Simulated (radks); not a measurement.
Spherical quantum dot in the effective-mass picture: electrons in a hard-walled sphere of radius 6.81, with a point charge +1 (a donor) at the centre, all in effective atomic units (hartree* = m*/eps^2 hartree, bohr* = eps/m* bohr), one dielectric constant everywhere. Calculated with a radial shooting solver with Libxc functionals: non-relativistic Kohn-Sham, r2SCAN, spin-polarised, spherical densities, generalised Kohn-Sham scheme. Levels are named by radial order and angular momentum (1s, 1p, 1d, 2s, ...), and open shells are averaged over m. Results are scaled to m* = 0.063 and eps = 13.7, for which hartree* = 9.134 meV and bohr* = 11.51 nm. Each electron was tried in the lowest free levels, single moves between levels near the top were tried too, and the lowest total energy was kept; such a search can miss a lower state. The series stops at N = 19: beyond it a trial failed or the search could not be trusted, so later rows were left out. At N = 1 the Hartree and exchange-correlation terms need not cancel, so that row can carry a self-interaction error.

N	open shells	2S	mu = E(N) - E(N-1) (meV)	addition energy mu(N+1) - mu(N) (meV)	rms radius (nm)
1	1s(up 1, down 0)	1	-4.5659	4.494	20.05
2	none	0	-0.071886	3.780	28.39
3	1p(up 1, down 0)	1	3.7078	1.478	38.15
4	1p(up 2, down 0)	2	5.1859	1.611	42.68
5	1p(up 3, down 0)	3	6.7971	2.304	45.48
6	1p(up 3, down 1)	2	9.1007	1.439	47.48
7	1p(up 3, down 2)	1	10.540	1.538	49.02
8	none	0	12.078	2.029	50.25
9	2s(up 1, down 0)	1	14.107	2.186	51.12
10	1d(up 1, down 0) 2s(up 1, down 0)	2	16.293	1.541	52.10
11	1d(up 2, down 0) 2s(up 1, down 0)	3	17.834	1.551	52.92
12	1d(up 3, down 0) 2s(up 1, down 0)	4	19.386	1.555	53.63
13	1d(up 4, down 0) 2s(up 1, down 0)	5	20.941	1.557	54.25
14	1d(up 5, down 0) 2s(up 1, down 0)	6	22.498	2.108	54.80
15	1d(up 5, down 1) 2s(up 1, down 0)	5	24.606	1.491	55.31
16	1d(up 5, down 2) 2s(up 1, down 0)	4	26.097	1.510	55.77
17	1d(up 5, down 3) 2s(up 1, down 0)	3	27.607	1.522	56.18
18	1d(up 5, down 4) 2s(up 1, down 0)	2	29.130	1.529	56.55
19	2s(up 1, down 0)	1	30.658	-	56.89

All shells are closed at N = 2, 8 (there: 1s2 1p6); the second difference of the energy has clear peaks (12 % above both neighbours; the first and last values, which can be the largest, are not judged, and half-filled shells can peak too) at N = 5, 14.
